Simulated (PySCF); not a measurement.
C3H5NOSi, SMILES C1[Si@H](N=CC=1)O.

Geometry: PBE0-D3(BJ)/def2-SVP. The structure was generated by enumeration; whether it is a known compound was not checked. One conformer was computed; it need not be the lowest.

Vertical ionisation energy (IE) and electron affinity (EA) in eV. Rows of orbital energies are one-electron estimates. Where ΔSCF, EOM or ADC give a negative EA the extra electron is unbound and the value depends on the basis.

```json
[
 {"level": "−ε(HOMO), −ε(LUMO), M06-2X/def2-TZVP (PySCF)", "IE": "8.78", "EA": "1.24"},
 {"level": "−ε(HOMO), −ε(LUMO), PBE/def2-TZVP (PySCF)", "IE": "5.92", "EA": "3.09"}
]
```
